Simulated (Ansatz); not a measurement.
`C[SiH2][Al]1[CH2][SiH2]1` + H₂O → `C[SiH2]O` + `[CH2]1[AlH][SiH2]1`  (formal hydrolysis of the Si–Al bond)

Gas-phase electronic energies from Ansatz, PBE0-D4/def2-TZVP geometries. CBS: MP2 limit from def2 TZ/QZ plus the TZ coupled-cluster correction, frozen cores. This one scheme is used for every species. Functionals use def2-TZVPP. One conformer a species, not always the lowest.

CCSD(T)/CBS gives -75.1 kJ/mol.

Another level gave -82.1 kJ/mol. Which?
A. PBE0-D4/def2-TZVPP
B. MP2/def2-TZVPP
C. PBE-D4/def2-TZVPP
D. SCS-MP2/def2-TZVPP

B. MP2/def2-TZVPP -82.1, SCS-MP2/def2-TZVPP -86.9, PBE-D4 -55.1, PBE0-D4 -61.4 kJ/mol.

Largest T1 diagnostic among the species: 0.013.

From PBE to PBE0 (25 % exact exchange), in def2-TZVPP and without D4, ΔE moves by −6.4 kJ/mol. In def2-TZVPP, CCSD(T) changes the Hartree–Fock value by +28.7 kJ/mol (the triples alone add +4.4 kJ/mol) and MP2 by +21.7 kJ/mol. The D4 term adds +3.9 kJ/mol with B3LYP and +2.6 kJ/mol with PBE0; it sums over pairs of atoms, weighted by their polarisabilities, and B3LYP, whose exchange is more repulsive, gets the larger term.

B3LYP here is the variant with VWN-RPA as its local correlation; programs differ in this.
